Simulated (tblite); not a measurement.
Compound: C₃H₁₀FOSi₂ (doublet state).
Structure used (GFN2-xTB), in Å, numbered top down from 1:
```
atom  x, y, z in Å
C1    -1.053    1.192    0.513
C2    -1.244    0.101   -0.541
C3    -1.488   -1.245    0.141
Si4    0.272    0.056   -1.711
O5     1.642   -0.210   -0.851
Si6    2.628   -0.237    0.412
F7     1.913   -1.104    1.562
H8    -0.187    0.971    1.134
H9    -0.906    2.166    0.050
H10   -1.927    1.251    1.161
H11   -2.130    0.352   -1.134
H12   -1.684   -2.024   -0.592
H13   -0.621   -1.535    0.729
H14   -2.345   -1.182    0.812
H15    0.543    1.331   -2.382
H16    3.812   -0.962    0.005
H17    2.769    1.091    0.982
```

Computed geometry: GFN2-xTB, gas phase. This method treats the open shell by occupation alone, without spin polarisation.

Take the most abundant isotopes and a rigid rotor. The values belong to one conformer with, in the numbering `[CH3:1][CH:2]([CH3:3])[SiH:4][O:5][SiH2:6][F:7]`, C1–C2–Si4–O5 58°, C2–Si4–O5–Si6 -24°, Si4–O5–Si6–F7 58°.

Q: Give the principal moments of inertia and the rotational constants in MHz.

A: Ia = 209.21, Ib = 429.31, Ic = 514.76 u·Å²; 505379 MHz·u·Å²/I gives A = 2416, B = 1177, C = 981.8 MHz.

Q: Classify the top.

A: An asymmetric top. Ray's parameter κ = (2B − A − C)/(A − C) = -0.727; −1 is the prolate and +1 the oblate limit.

Q: Is it planar, by Δ = Ic − Ia − Ib?

A: Not planar: Δ = Ic − Ia − Ib = -123.76 u·Å². For a rigid frame Δ = −2 Σ m c², so Σ m c² = 61.88 u·Å² lies off the ab plane: 19.36 from hydrogen and 42.52 from heavier atoms. The atom farthest from that plane is 2.22 Å away.

Q: Give the other two planar moments, Paa and Pbb, and the rms extents of the mass along the axes.

A: Paa = Σ m a² = (Ib + Ic − Ia)/2 = 367.43 and Pbb = Σ m b² = (Ia + Ic − Ib)/2 = 147.33 u·Å². With the mass M = 137.03 u, the rms extents √(P/M) along a, b and c are 1.64, 1.04, 0.67 Å.

Q: Where do the levels up to J = 3 lie, in MHz?

A: Above 0(0,0):
J = 1: 1(0,1) 2159, 1(1,1) 3397, 1(1,0) 3593
J = 2: 2(0,2) 6456, 2(1,2) 7520, 2(1,1) 8106, 2(2,1) 11821, 2(2,0) 11843
J = 3: 3(0,3) 12849, 3(1,3) 13691, 3(1,2) 14862, 3(2,2) 18298, 3(2,1) 18404, 3(3,1) 24992, 3(3,0) 24993
The levels of one J sum to (2J + 1)J(J + 1)(A + B + C)/3.

Q: Estimate the classical rotational partition function at 10 K, 50 K and 100 K.

A: Point group C1, symmetry number σ = 1; q = (√π/σ)·√((kT/h)³/(ABC)), k/h = 20836.6 MHz/K: 3190 at 10 K, 35700 at 50 K, 101000 at 100 K.

For this open shell read J as N, the rotation without spin; fine and hyperfine splittings come on top. Its GFN2-xTB frequencies are all real (lowest 29 cm⁻¹). Zero-point vibration and centrifugal distortion are left out.
